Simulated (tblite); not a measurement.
C₄H₁₂SSi.
SMILES with atom numbers: `[CH3:1][CH2:2][S:3][CH2:4][SiH2:5][CH3:6]` (hydrogens: H7, H8, H9 on C1; H10, H11 on C2; H12, H13 on C4; H14, H15 on Si5; H16, H17, H18 on C6)

The geometry is computed with GFN2-xTB (gas phase).

**Question.** What internal coordinates does the optimisation give?

**Answer.** 
| bond | length (Å) | order |
| --- | --- | --- |
| C1–C2 | 1.517 | single |
| C2–S3 | 1.827 | single |
| S3–C4 | 1.820 | single |
| C4–Si5 | 1.910 | single |
| Si5–C6 | 1.895 | single |
| C1–H7, C1–H8, C1–H9 | 1.088 | single |
| C2–H10, C2–H11 | 1.090 | single |
| C4–H12, C4–H13 | 1.089 | single |
| Si5–H14, Si5–H15 | 1.468 | single |
| C6–H16, C6–H17, C6–H18 | 1.086 | single |

Bonds in one row agree within 0.01 Å and their mean is given. Orders are formal, as drawn. A selection of angles:
| angle | degrees |
| --- | --- |
| C2–C1–H7 | 110.2 |
| C2–C1–H9 | 110.9 |
| H7–C1–H8 | 108.8 |
| H8–C1–H9 | 108.3 |
| C1–C2–S3 | 113.0 |
| C1–C2–H10 | 110.8 |
| S3–C2–H10 | 104.6 |
| S3–C2–H11 | 107.4 |
| H10–C2–H11 | 109.1 |
| C2–S3–C4 | 100.6 |
| S3–C4–Si5 | 110.1 |
| S3–C4–H12 | 107.3 |
| Si5–C4–H12 | 110.9 |
| H12–C4–H13 | 108.7 |
| C4–Si5–C6 | 109.0 |
| C4–Si5–H14 | 106.2 |
| C4–Si5–H15 | 108.5 |
| C6–Si5–H14 | 111.4 |
| H14–Si5–H15 | 110.1 |
| Si5–C6–H16 | 111.5 |
| H16–C6–H17 | 107.7 |

Torsions: C1–C2–S3–C4 73° (synclinal); C2–S3–C4–Si5 170° (antiperiplanar); S3–C4–Si5–C6 60° (synclinal). The mirror-image conformer, all signs reversed, is as good.

Of the pairs four or more bonds apart, H9···H13 is among the closest relative to their van der Waals radii: 2.38 Å, 99 % of the sum of Bondi's values. Si5 (SiH2 silicon) is tetrahedral (angles from 106.2° to 111.4°).

Point group: C1 (no symmetry element, even within 0.4 Å). Its GFN2-xTB frequencies are all real (lowest 20 cm⁻¹). The numbers are those of one conformer. 3 starts were optimised and ended at 0.00, 0.02 and 0.04 kcal/mol (GFN2-xTB); the lowest of these is shown.
